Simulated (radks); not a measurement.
The numbers below are computed, except where a source is named.
All-electron atom: Mo II in [Kr] 4d4 5p1 (not the ground configuration).

Code: a radial shooting solver on a logarithmic mesh with Libxc functionals. Model: Dirac Kohn-Sham, PBE, spin-unpolarised, spherical densities, point nucleus; open shells fill j = l - 1/2 first.

Energy parts (eV):
| part | energy |
|---|---|
| total | -110172.751 |
| kinetic | 114244.364 |
| electron-nucleus | -265754.329 |
| Hartree | 44693.707 |
| exchange-correlation | -3356.493 |

Orbitals (lengths in bohr, moments of r in powers of bohr; <r^-3> diverges for s and p1/2):
orbital,occ.,eigenvalue (eV),<r>,<r^2>,<r^-3>,<1/r>,small-component weight
1s1/2,2,-19824.22,0.03517,0.001669,-,43.55,2.35e-02
2s1/2,2,-2808.897,0.1534,0.02779,-,9.913,4.81e-03
2p1/2,2,-2584.839,0.1308,0.02099,-,9.888,4.82e-03
2p3/2,4,-2478.281,0.1353,0.02235,2397,9.415,4.66e-03
3s1/2,2,-487.4190,0.4287,0.2106,-,3.391,1.28e-03
3p1/2,2,-402.1762,0.4233,0.2088,-,3.289,1.23e-03
3p3/2,4,-384.6315,0.4339,0.2191,399.9,3.176,1.19e-03
3d3/2,4,-233.9976,0.4132,0.2055,58.33,2.987,1.07e-03
3d5/2,6,-230.6759,0.4167,0.2088,55.61,2.957,1.06e-03
4s1/2,2,-75.3686,1.104,1.382,-,1.238,2.90e-04
4p1/2,2,-51.1135,1.209,1.674,-,1.117,2.43e-04
4p3/2,4,-48.6007,1.239,1.758,57.36,1.084,2.34e-04
4d3/2,4,-13.8565,1.766,3.766,4.368,0.7587,1.23e-04
4d5/2,0,-13.6155,1.784,3.845,4.130,0.7506,1.21e-04
5p1/2,1,-7.4201,3.860,16.93,-,0.3288,2.71e-05
5p3/2,0,-7.2089,3.947,17.68,4.838,0.3208,2.60e-05

The highest occupied level is 5p1/2 at -7.420 eV. The configuration is held as typed, so some empty levels lie below it. Summed over all electrons, <r^2> = 49.12 bohr^2, which gives a Langevin (diamagnetic) susceptibility term of -38.9 x 10^-6 cm^3/mol. The density falls to 0.001 e/bohr^3 at r = 4.54 bohr.
